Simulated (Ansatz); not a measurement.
CH9AlO2Si2, triplet, at the geometry of the source list (a higher spin typed on purpose: for a closed-shell molecule this is an excited state), with bond 14-12 at 1.8 times its length; SC-NEVPT2/STO-3G, CASSCF(2,4) (Ansatz, an electronic-structure program).

Here is a job for Ansatz.
Ansatz 0.2 input:
```yaml
crystal:
  periodic: [false, false, false]
  atoms:
    - {symbol: Al, position_ang: [0.23910000, 0.35080000, 0.31970000]}
    - {symbol: C, position_ang: [1.12210000, 1.70540000, 1.46940000]}
    - {symbol: H, position_ang: [1.77110000, 1.24190000, 2.21240000]}
    - {symbol: H, position_ang: [0.38250000, 2.31380000, 1.99140000]}
    - {symbol: H, position_ang: [1.72750000, 2.39030000, 0.87470000]}
    - {symbol: O, position_ang: [-0.90490000, 0.82290000, -0.81760000]}
    - {symbol: Si, position_ang: [-2.00410000, 1.22190000, -1.94630000]}
    - {symbol: H, position_ang: [-3.32190000, 0.90630000, -1.39050000]}
    - {symbol: H, position_ang: [-1.73160000, 0.45040000, -3.15930000]}
    - {symbol: H, position_ang: [-1.84120000, 2.65970000, -2.17950000]}
    - {symbol: O, position_ang: [0.60390000, -1.28530000, 0.44570000]}
    - {symbol: Si, position_ang: [0.92230000, -2.87850000, 0.52540000]}
    - {symbol: H, position_ang: [-0.33040000, -3.55730000, 0.86630000]}
    - {symbol: H, position_ang: [2.74084000, -3.19350000, 2.41288000]}
    - {symbol: H, position_ang: [1.43310000, -3.28890000, -0.78570000]}
basis:
  gaussian:
    orbitals: STO-3G
correlation: {method: sc_nevpt2, electrons: all, active_space: {window: {electrons: 2, orbitals: 4}}}
magnetization: {spin_polarized: false, initial_magnetization: 2}
```

Problem. Predict the main parts of the log of this Ansatz run.

Solution. 
```
Functional definition: HF
617 factors; integrals over basis functions are off by at most 4.7e-5 eV
mean field evaluation 1: about -27221.4104 eV, gradient 3.2e1 eV
mean field evaluation 2: about -27221.5295 eV, gradient 3.2e1 eV
mean field evaluation 4: about -27225.3672 eV, gradient 3.2e0 eV
mean field evaluation 8: about -27225.4278 eV, gradient 9.7e-2 eV
mean field -27225.42605266 eV, -1000.5159533788 hartree, gradient 1.6e-6 eV, S^2 2.000000; 0 other end points of the search recorded, 0 dependent functions left out
reference -27225.42605266 eV, -1000.5159533788 hartree; 37, 35 occupied and 14, 16 virtual orbitals, 617 factors
state -27225.42605720 eV, -1000.5159535454 hartree
state -27225.42605720 eV, -1000.5159535454 hartree; corrected -27231.71445634 eV, -1000.7470479516 hartree
WARN: 2 active orbitals are nearly empty or full. The corrections depend on them more than the energy does, and are more stable in an active space without them
Total energy: -27231.71445634 eV, -1000.7470479516 hartree
```
